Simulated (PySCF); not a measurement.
Species: C₃H₅ClOSi.
Cartesian coordinates in Å at the PBE0-D3(BJ)/def2-SVP level; atoms count from 1:
```xyz
11
C3H5ClOSi angstrom
C     -0.6060   -0.7451    1.2622
C     -0.3084   -0.0426    0.1589
C     -1.3622    0.6973   -0.5580
O     -1.1337    1.3527   -1.5474
Si     1.4037    0.1104   -0.6084
Cl     2.6797   -1.0446    0.5561
H     -1.6330   -0.7830    1.6468
H      0.1583   -1.3015    1.8136
H     -2.3986    0.6195   -0.1394
H      1.8931    1.5125   -0.5731
H      1.4233   -0.4336   -1.9905
```

The closed-shell ground state was solved at several levels (PySCF, density fitting, gas phase, non-relativistic).

```tsv
level	basis functions	HOMO (eV)	LUMO (eV)	gap (eV)	dipole (D)
PBE/pcSseg-2	300	-6.38	-3.36	3.02	2.44
B97-2/pcSseg-2	300	-7.67	-2.40	5.27	2.61
PBE0/aug-cc-pVDZ	191	-7.92	-2.32	5.60	2.57
KT3/pcSseg-2	300	-6.54	-3.27	3.27	2.45
PBE0/cc-pVTZ	258	-7.88	-2.25	5.63	2.56
wB97X-D/pcSseg-2	300	-9.86	-0.53	9.33	2.67
OPBE/pcSseg-2	300	-6.30	-3.27	3.03	2.43
mPW1PW91/pcSseg-2	300	-7.99	-2.36	5.63	2.63
PBE0/pcSseg-0	72	-8.07	-2.39	5.68	2.73
PBE0/def2-TZVP	228	-7.91	-2.29	5.62	2.60
HF/pcSseg-2	300	-11.16	1.57	12.73	3.12
LDA/pcSseg-2	300	-6.53	-3.61	2.92	2.45
```

Question: What might BLYP/pcSseg-2 (300 basis functions) give for the same quantities?

Answer: HOMO -6.29 eV, LUMO -3.20 eV, gap 3.09 eV, dipole 2.46 D.

Question: Over all these levels, which gives the widest orbital gap and which the narrowest?

Answer: HF/pcSseg-2 (Hartree–Fock, all exact exchange) has the widest, 12.73 eV, and LDA/pcSseg-2 (LDA) the narrowest, 2.92 eV. The two share the basis. From the narrowest to the widest the HOMO moves by -4.63 eV and the LUMO by +5.18 eV.

Question: How much does the basis alone move the frontier levels among the 4 PBE0 rows?

Answer: The HOMO by 0.19 eV and the LUMO by 0.14 eV. By rising basis size (HOMO, LUMO in eV): pcSseg-0 -8.07, -2.39; aug-cc-pVDZ -7.92, -2.32; def2-TZVP -7.91, -2.29; cc-pVTZ -7.88, -2.25.

Question: In the pcSseg-2 basis, how does the gap go with the fixed share of exact exchange?

Answer: LDA (0 %) 2.92 eV; PBE (0 %) 3.02 eV; OPBE (0 %) 3.03 eV; BLYP (0 %) 3.09 eV; KT3 (0 %) 3.27 eV; B97-2 (21 %) 5.27 eV; mPW1PW91 (25 %) 5.63 eV; HF (100 %) 12.73 eV. Each rise in the share widens the gap here.

Question: How far do the dipole and the HOMO energy spread over the levels?

Answer: The dipole runs from 2.43 to 3.12 D (mean 2.59 D) and the HOMO from -11.16 to -6.29 eV.

One conformer stands for the species.
